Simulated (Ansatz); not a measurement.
Program: Ansatz. Geometries: PBE0-D4/def2-TZVP. ΔE: electronic, gas phase. CBS: MP2 limit from def2 TZ/QZ plus the TZ coupled-cluster correction, frozen cores. This one scheme is used for every species. Functionals use def2-TZVPP. For Ge outer-core shells are correlated without core-valence functions, which leaves a few kJ/mol of doubt a bond. Scalar relativity is left out up to krypton. One conformer a species, not always the lowest.

Reaction (ligand exchange at the Si–O bond): `O[SiH2][GeH2][OH]` + NH₃ → `N[SiH2][GeH2][OH]` + H₂O

```csv
level,ΔE (kJ/mol),difference from CCSD(T)/CBS
PBE-D4,32.2,-0.1
r2SCAN-D4,36.4,4.1
PBE0-D4,31.3,-1.0
r2SCAN0-D4,34.5,2.2
PBE-QIDH,33.0,0.7
PBE,35.2,2.9
HF/def2-SVP,34.5,2.2
HF/def2-TZVPP,43.9,11.6
SCS-MP2/def2-QZVPP,35.2,2.9
HF/CBS(def2),44.7,12.4
CCSD(T)/CBS,32.3,0
```

(1) What do rigid-rotor, harmonic-oscillator terms from PBE0-D4/def2-TZVP frequencies (298.15 K, 1 bar) make of the CCSD(T)/CBS value? (Estimate.)

Largest T1 diagnostic among the species: 0.012.

Results:

(1) Ansatz gave: ΔZPE = -2.1 kJ/mol, ΔH = +30.7 kJ/mol, ΔS = -5 J/(mol·K), ΔG = +32.1 kJ/mol. Modes under 50 cm⁻¹ make the entropy rough.

The D4 term adds −4.9 kJ/mol with B3LYP and −2.6 kJ/mol with PBE0; it sums over pairs of atoms, weighted by their polarisabilities, and B3LYP, whose exchange is more repulsive, gets the larger term. In def2-TZVPP, CCSD(T) changes the Hartree–Fock value by −9.6 kJ/mol (the triples alone add −0.9 kJ/mol) and MP2 by −11.1 kJ/mol. Leaving LDA and LC-ωPBE aside and taking each functional with its dispersion term where it has one, the values, not all of them listed here, spread over 8.5 kJ/mol, from revPBE-D4 to B97M-V. LDA lies −7.2 kJ/mol from PBE without D4.

CCSD(T)/CBS has its own doubt, a few kJ/mol and more with outer-core shells, so smaller differences from it don't rank the levels.

B3LYP here is the variant with VWN-RPA as its local correlation; programs differ in this.
